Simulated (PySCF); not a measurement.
## Electron correlation in P⁺ (phosphorus, charge +1)

[Ne] 3s2 3p2, high-spin 3P determinant. Calculation: PySCF 2.14, in cc-pV(T+d)Z; the non-relativistic Hamiltonian (point nucleus). Frozen: [Ne]; 4 electrons correlated.

MP2 pair energies summed by pair of shells (mhartree):

```csv
pair,energy,share (%)
3s-3p,-38.88,62.2
3s-3s,-17.11,27.4
3p-3p,-6.52,10.4
```

Total MP2 correlation energy: -62.51 mhartree.

Same-spin part -10.56 and opposite-spin part -51.95 mhartree; SCS-MP2 scales them by 1/3 and 6/5 to -65.85 mhartree.

```json
{"level": "CCSD", "correlation energy (mhartree)": "-82.89"}
{"level": "(T)", "correlation energy (mhartree)": "-2.34"}
{"level": "CCSD(T)", "correlation energy (mhartree)": "-85.23"}
```

Diagnostics: T1 = 0.0100, D1 = 0.0252, largest double amplitude 0.103.

Cost of the coupled-cluster step: 0.69 s of wall time on 1 thread of Neoverse-N1 (shared host), for 4 correlated electrons.
